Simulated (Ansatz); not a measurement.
Zn(SH)(SMe) (CH4S2Zn), SMILES C[S][Zn][SH].

Geometry optimised at PBE0-D3(BJ)/def2-SVP. Other conformers were not sampled.

Two levels are set side by side: PBE/def2-SVPD (Ansatz, a first-principles code) and CAM-B3LYP/def2-SVPD (Ansatz). Energy differences of separate SCF runs at the same geometry; the states with an electron removed or added have multiplicity 2 and 2. Differences are taken from unrounded values.

| quantity | CAM-B3LYP |
|---|---|
| vertical ionisation energy (eV) | 9.08 |
| vertical singlet–triplet gap (eV) | 4.57 |

**Question.** What does PBE give, and how far is it from CAM-B3LYP? (The exact figures need the calculation; the answer reports its results.)

**Answer.** 
| quantity | PBE | PBE minus CAM-B3LYP |
|---|---|---|
| vertical ionisation energy (eV) | 8.66 | -0.42 |
| vertical singlet–triplet gap (eV) | 4.05 | -0.52 |
